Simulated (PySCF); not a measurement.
CH5BO2, singlet, geometry from GFN2-xTB. Base run: BHANDHLYP/6-31G, TDA (PySCF).

The PySCF input:
```python
from pyscf import gto, scf, dft, tdscf

mol = gto.Mole()
mol.atom = '''
    B     0.08513893    0.07479530    0.00422111
    C    -1.16611060   -0.92832764   -0.09116728
    H    -0.89152523   -1.84347027   -0.61260839
    H    -2.01628096   -0.49853093   -0.61526548
    H    -1.50844394   -1.22107957    0.89962718
    O     0.07994256    1.31320768   -0.53870822
    H    -0.72135408    1.56918485   -0.99123148
    O     1.22853741   -0.27134266    0.64098241
    H     1.24073354   -1.14503492    1.02718277
'''
mol.basis = '6-31g'
mol.verbose = 4
mol.build()

mf = dft.RKS(mol)
mf.xc = 'bhandhlyp'
mf.kernel()
td = mf.TDA()
td.nstates = 5
td.kernel()
td.analyze()
```

Each row names what was changed in the base input (with any setting that the change needs).

| change | first excitation (eV) | oscillator strength of the first | second (eV) | core-seconds (rough) |
|---|---|---|---|---|
| base | 8.92 | 0.006 | 9.42 | 20 |
| functional = camb3lyp | 8.50 | 0.004 | 8.96 | 20 |
| response = full linear response | 8.89 | 0.005 | 9.40 | 40 |
| functional = pbe0 | 8.38 | 0.004 | 8.82 | 20 |
| functional = hf | 9.96 | 0.014 | 10.54 | 1 |
| functional = blyp | 7.56 | 0.018 | 7.71 | 10 |
| functional = pbe | 7.73 | 0.018 | 7.82 | 10 |
| functional = m062x | 8.44 | 0.006 | 9.18 | 50 |
| functional = b3lyp | 8.27 | 0.003 | 8.46 | 20 |
| functional = lc_wpbe | 8.66 | 0.004 | 9.58 | 30 |
| nstates = 10 | 8.92 | 0.006 | 9.42 | 20 |

An iterative solver can miss low states, so a row lists the states that it found.
